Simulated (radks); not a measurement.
K+, 18 electrons, occupied as [Ar] (the NIST ground configuration). All-electron calculation, non-relativistic Kohn-Sham, r2SCAN, spin-unpolarised, spherical densities, point nucleus; meta-GGA in the generalised Kohn-Sham scheme. Program: a radial shooting solver on a logarithmic mesh with Libxc functionals.

Unscreened Slater integrals over Kohn-Sham orbitals (cm^-1).

| integral | value |
|---|---|
| F0(3p,3p) | 139440 |
| F2(3p,3p) | 69896 |
| F0(3p,3s) | 146660 |
| G1(3p,3s) | 97264 |
| F0(3p,2p) | 190590 |
| F2(3p,2p) | 33130 |
| G0(3p,2p) | 12873 |
| G2(3p,2p) | 13064 |
| F0(3p,2s) | 187980 |
| G1(3p,2s) | 9827.4 |
| F0(3s,3s) | 155070 |
| F0(3s,2p) | 206600 |
| G1(3s,2p) | 15356 |
| F0(3s,2s) | 204360 |
| G0(3s,2s) | 12347 |
| F0(2p,2p) | 572790 |
| F2(2p,2p) | 267550 |
| F0(2p,2s) | 535800 |
| G1(2p,2s) | 314420 |
| F0(2s,2s) | 511450 |
